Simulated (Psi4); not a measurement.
Here is a job for Psi4.
```
memory 2 GB

molecule mol {
0 2
  Cl    3.383100   -0.915500   -0.534400
  Si    1.770200    0.152800   -0.251900
  Cl    1.908900    2.093400   -0.329600
  C     0.153500   -0.733700    0.067800
  Si   -1.526800    0.316900    0.167800
  Cl   -1.216500    1.702600    1.582400
  Cl   -2.973600   -0.963500    0.642600
  Cl   -1.746700    1.138900   -1.646200
  H     0.015000   -1.497300   -0.702000
  H     0.232700   -1.294700    1.003500
}

set basis def2-svp
set reference uks

energy('r2scan')
print_variables()
```

### Question
What does this run give for the total energy, dipole moment, nuclear repulsion energy?

### Answer

```yaml
total_energy: -2918.3389 Eh
dipole_moment: 1.49 D
nuclear_repulsion_energy: 1036.0369 Eh
```

These values belong to the state on which the SCF converged, which isn't shown to be the lowest.
